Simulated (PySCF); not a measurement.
CH6N (SMILES C[NH3+]), charge +1, singlet, geometry from GFN2-xTB; M062X/cc-pVDZ, TDA (PySCF).

PySCF was given this input:
```python
from pyscf import gto, scf, dft, tdscf

mol = gto.M(
    atom='''
C     0.01083306    0.77896196    0.01718417
N    -0.00980468   -0.70501536   -0.01555288
H    -1.00520895    1.16711175    0.00210253
H    -0.51586148   -1.07647662    0.79977181
H    -0.47723789   -1.04020507   -0.86877347
H     0.50617443    1.12581341    0.92137446
H     0.54711375    1.16425966   -0.84721029
H     0.94865455   -1.07916738   -0.00149988
''',
    basis='cc-pvdz',
    charge=1,
    verbose=3,
)

mf = dft.RKS(mol)
mf.xc = 'm062x'
mf.kernel()
td = mf.TDA()
td.nstates = 15
td.kernel()
td.analyze()
```

The log (banner, timings and long lists left out):

```
converged SCF energy = -96.1610169027245
Excitation energies (eV)
[11.00851984 11.00986397 12.94079144 13.12174327 13.12253778 13.16545713
 13.16651738 13.28639509 13.5079812  14.14643979 14.21078118 14.21240326
 14.82793024 14.82811152 15.11944945]

** Singlet excitation energies and oscillator strengths **
Excited State   1:     11.00852 eV    112.63 nm  f=0.0041
Excited State   2:     11.00986 eV    112.61 nm  f=0.0041
Excited State   3:     12.94079 eV     95.81 nm  f=0.0000
Excited State   4:     13.12174 eV     94.49 nm  f=0.1471
Excited State   5:     13.12254 eV     94.48 nm  f=0.1442
Excited State   6:     13.16546 eV     94.17 nm  f=0.0285
Excited State   7:     13.16652 eV     94.17 nm  f=0.0314
Excited State   8:     13.28640 eV     93.32 nm  f=0.0125
Excited State   9:     13.50798 eV     91.79 nm  f=0.3287
Excited State  10:     14.14644 eV     87.64 nm  f=0.0000
Excited State  11:     14.21078 eV     87.25 nm  f=0.0947
Excited State  12:     14.21240 eV     87.24 nm  f=0.0944
Excited State  13:     14.82793 eV     83.62 nm  f=0.0941
Excited State  14:     14.82811 eV     83.61 nm  f=0.0940
Excited State  15:     15.11945 eV     82.00 nm  f=0.2000
```
